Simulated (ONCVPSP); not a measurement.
## What the settings do to the ONCV potential of Tb

Base potential:

ONCVPSP 4.0.1 input, shortened (lines: element, Z, core and valence counts, functional; n l f; lmax; l rc ep ncon nbas qcut; lloc lpopt rc5 dvloc0; l nproj debl; icmod fcfact rcfact), PBE, scalar-relativistic:

```
  Tb 65.00   10    4        4      upf
    1    0    2.00
    2    0    2.00
    2    1    6.00
    3    0    2.00
    3    1    6.00
    3    2   10.00
    4    0    2.00
    4    1    6.00
    4    2   10.00
    4    3    8.00
    5    0    2.00
    5    1    6.00
    5    2    1.00
    6    0    1.00
    2
    0    2.25    0.00    4    7    6.60
    1    2.55    0.00    4    7    5.90
    2    2.15    0.00    4    7    4.40
    4    5    1.35    0.00
    0    3    0.70
    1    2    1.70
    2    2    1.90
    1    0.35    0.00
```

All-electron outer shells of the reference configuration (PBE, scalar-relativistic, ld1.x):

| shell | level (eV) | outermost node (bohr) | outermost maximum (bohr) |
| --- | --- | --- | --- |
| 5s | -57.67 | 0.64 | 1.18 |
| 5p | -34.28 | 0.69 | 1.33 |
| 4f | -15.36 | – | 0.55 |
| 6s | -9.40 | 1.57 | 3.16 |
| 5d | -8.34 | 0.77 | 1.89 |

Cutoffs, loose and tight: the cutoffs (Ha) at which the residual kinetic energy of the hardest occupied pseudo-wave falls to 1 and 0.1 mHa per electron. They do not see the model core or the augmentation charge, which bear on the density cutoff. Test errors are all-electron minus pseudo excitation energies from the reference, over the configurations 5s2 5p6 5d1 6s2; 5s2 5p6 5d1 6s0; 5s2 5p6 5d0 6s0; 5s2 5p6 5d1 6s1.5. A dash means not determined; rows that change the core or the reference have their own tests.

```json
{"change": "base", "outcome": "generated", "cutoff, loose": "13 Ha", "cutoff, tight": "15 Ha", "bound ghosts": "none", "GHOST(+) flags above zero": "s", "largest test error (meV)": "-101"}
{"change": "p: nbas 8", "outcome": "generated", "cutoff, loose": "13 Ha", "cutoff, tight": "15 Ha", "bound ghosts": "none", "GHOST(+) flags above zero": "s", "largest test error (meV)": "-101"}
```

What comes out with this change to the base: core correction Teter function, fcfact 5.5, rcfact 1.1?

outcome: generated; cutoff, loose: 13 Ha; cutoff, tight: 15 Ha; bound ghosts: none; GHOST(+) flags above zero: s; largest test error (meV): -24.

What comes out with this change to the base: p: qcut 8.2?

outcome: generated; cutoff, loose: 13 Ha; cutoff, tight: 17 Ha; bound ghosts: none; GHOST(+) flags above zero: s; largest test error (meV): -105.
